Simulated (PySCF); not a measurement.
Compound: biphenylene, C₁₂H₈.
SMILES with atom numbers: `[cH:1]1[cH:2][cH:3][c:4]2[c:5]([cH:6]1)-[c:7]1[cH:8][cH:9][cH:10][cH:11][c:12]1-2` (hydrogens: H13 on C1; H14 on C2; H15 on C3; H16 on C6; H17 on C8; H18 on C9; H19 on C10; H20 on C11)

The same species was optimised twice, with GFN2-xTB and with PBE0-D3(BJ)/def2-SVP (PySCF), and the same property calculations (PySCF, gas phase) were run on both structures.

```
     coordinate  GFN2-xTB  PBE0-D3(BJ)/def2-SVP  change
      C5–C6 (Å)     1.361                 1.373  +0.012
      C3–C4 (Å)     1.361                 1.373  +0.012
      C1–C2 (Å)     1.377                 1.389  +0.012
      C7–C8 (Å)     1.361                 1.373  +0.012
     C9–C10 (Å)     1.377                 1.389  +0.012
    C11–C12 (Å)     1.361                 1.373  +0.012
      C5–C7 (Å)     1.492                 1.504  +0.012
     C4–C12 (Å)     1.493                 1.504  +0.011
      C8–C9 (Å)     1.409                 1.418  +0.009
    C10–C11 (Å)     1.410                 1.418  +0.008
      C1–C6 (Å)     1.409                 1.417  +0.008
      C2–C3 (Å)     1.410                 1.417  +0.007
      C4–C5 (Å)     1.423                 1.422  -0.001
     C7–C12 (Å)     1.423                 1.422  -0.001
   C1–C6–C5 (°)     115.3                 115.8    +0.5
   C2–C3–C4 (°)     115.3                 115.8    +0.5
C10–C11–C12 (°)     115.3                 115.8    +0.5
   C7–C8–C9 (°)     115.3                 115.8    +0.5
   C1–C2–C3 (°)     122.3                 121.9    -0.4
 C9–C10–C11 (°)     122.3                 121.9    -0.4
   C2–C1–C6 (°)     122.3                 121.9    -0.4
  C8–C9–C10 (°)     122.3                 122.0    -0.3
```

Rotational constants: A = 2834, B = 685.8, C = 552.2 MHz (GFN2-xTB) against A = 2815, B = 673.4, C = 543.4 MHz (PBE0-D3(BJ)/def2-SVP). Point groups within 0.08 Å: D2h and D2h.

On the GFN2-xTB structure: HOMO (eV) -5.92 [PBE0/pcSseg-1]; LUMO (eV) -1.49 [PBE0/pcSseg-1]; GIAO shielding of C1/C2/C9/C10 (mean) (ppm) 53.0 [PBE0/pcSseg-1]; GIAO shielding of C3/C6/C8/C11 (mean) (ppm) 64.6 [PBE0/pcSseg-1]; GIAO shielding of C4/C5/C7/C12 (mean) (ppm) 28.3 [PBE0/pcSseg-1].

What do these properties become on the PBE0-D3(BJ)/def2-SVP structure?

| property | level | on GFN2-xTB | on PBE0-D3(BJ)/def2-SVP | change |
| --- | --- | --- | --- | --- |
| HOMO (eV) | PBE0/pcSseg-1 | -5.92 | -5.94 | -0.02 |
| LUMO (eV) | PBE0/pcSseg-1 | -1.49 | -1.52 | -0.03 |
| energy, GFN2-xTB geometry as zero (kcal/mol) | PBE0/pcSseg-1 | 0.0 | -0.3 | -0.3 |
| GIAO shielding of C1/C2/C9/C10 (mean) (ppm) | PBE0/pcSseg-1 | 53.0 | 50.3 | -2.7 |
| GIAO shielding of C3/C6/C8/C11 (mean) (ppm) | PBE0/pcSseg-1 | 64.6 | 62.1 | -2.5 |
| GIAO shielding of C4/C5/C7/C12 (mean) (ppm) | PBE0/pcSseg-1 | 28.3 | 26.5 | -1.8 |

The heavy atoms differ by 0.020 Å rms after alignment. Among bonds between heavy atoms C1–C2, C3–C4, C4–C12, C5–C6, C5–C7, C7–C8, C9–C10 and C11–C12 change most and about equally (+0.011 to +0.012 Å). Changes are differences of the printed values. Neither structure is proved a minimum here.
